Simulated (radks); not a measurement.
The numbers below are computed, except where a source is named.
Sr4+, 34 electrons, occupied as [Ar] 3d10 4s2 4p3.5 5s0.5 (fractional occupations, a model configuration). Level of theory: scalar-relativistic Kohn-Sham, TASK exchange with Perdew-Wang LDA correlation, spin-unpolarised, spherical densities, finite nucleus; meta-GGA in the generalised Kohn-Sham scheme; Fermi nuclear charge, rms radius 4.224 fm (a radial shooting solver on a logarithmic mesh with Libxc functionals).

Local quantities along the radius. ELF = 1/(1 + alpha^2) is the electron localisation function; alpha = (tau - tau_W)/tau_unif compares the Pauli kinetic energy density with that of the uniform gas; s = |grad rho|/(2 (3 pi^2)^(1/3) rho^(4/3)) is the reduced gradient; -r V(r) is the screened charge that the Kohn-Sham potential presents (atomic units); r v_xc is r times the local exchange-correlation potential (hartree bohr, multiplicative part alone). tau is taken from the large components.

| r (bohr) | ELF | alpha | s | -r V(r) | r v_xc |
|---|---|---|---|---|---|
| 0.002327 | 1.000 | 0.02083 | 0.5220 | 37.75 | -0.2091 |
| 0.003079 | 1.000 | 0.02194 | 0.4957 | 37.62 | -0.2295 |
| 0.004074 | 0.999 | 0.02391 | 0.4805 | 37.45 | -0.2568 |
| 0.00539 | 0.999 | 0.02715 | 0.4754 | 37.23 | -0.2907 |
| 0.00719 | 0.999 | 0.03264 | 0.4805 | 36.92 | -0.3314 |
| 0.009513 | 0.998 | 0.04169 | 0.4962 | 36.53 | -0.3732 |
| 0.01259 | 0.997 | 0.05785 | 0.5245 | 36.02 | -0.4110 |
| 0.01665 | 0.992 | 0.08920 | 0.5680 | 35.35 | -0.4409 |
| 0.02221 | 0.975 | 0.1593 | 0.6312 | 34.52 | -0.4986 |
| 0.02939 | 0.906 | 0.3226 | 0.7048 | 33.66 | -0.6865 |
| 0.03889 | 0.664 | 0.7108 | 0.7495 | 32.45 | -0.7484 |
| 0.05186 | 0.350 | 1.364 | 0.6448 | 30.74 | -0.6156 |
| 0.06862 | 0.334 | 1.412 | 0.3901 | 29.06 | -0.7724 |
| 0.0908 | 0.589 | 0.8346 | 0.2882 | 27.05 | -0.9364 |
| 0.1201 | 0.772 | 0.5430 | 0.3829 | 24.71 | -1.050 |
| 0.1602 | 0.697 | 0.6591 | 0.5519 | 22.14 | -1.186 |
| 0.212 | 0.339 | 1.397 | 0.5701 | 19.15 | -0.9715 |
| 0.2805 | 0.334 | 1.412 | 0.2570 | 16.39 | -1.162 |
| 0.3712 | 0.684 | 0.6791 | 0.2543 | 13.62 | -1.391 |
| 0.495 | 0.774 | 0.5402 | 0.4783 | 11.03 | -1.493 |
| 0.655 | 0.557 | 0.8920 | 0.7774 | 9.047 | -1.413 |
| 0.8667 | 0.204 | 1.976 | 0.7968 | 7.218 | -0.9214 |
| 1.147 | 0.478 | 1.045 | 0.5343 | 6.523 | -1.249 |
| 1.529 | 0.749 | 0.5789 | 0.8822 | 5.846 | -1.285 |
| 2.024 | 0.373 | 1.295 | 1.645 | 4.819 | -0.5964 |
| 2.677 | 0.030 | 5.642 | 2.029 | 4.341 | -0.2581 |
| 3.571 | 0.393 | 1.244 | 2.348 | 5.323 | -1.302 |
| 4.725 | 0.806 | 0.4901 | 5.848 | 3.350 | 0.6519 |
| 6.252 | 0.919 | 0.2970 | 20.35 | 3.742 | 0.2585 |

On this mesh the ELF has minima near r = 0.059, 0.24, 0.87, 2.7 bohr, which separate the shells, and maxima near 0.14 (0.77), 0.50 (0.77), 1.5 (0.75).
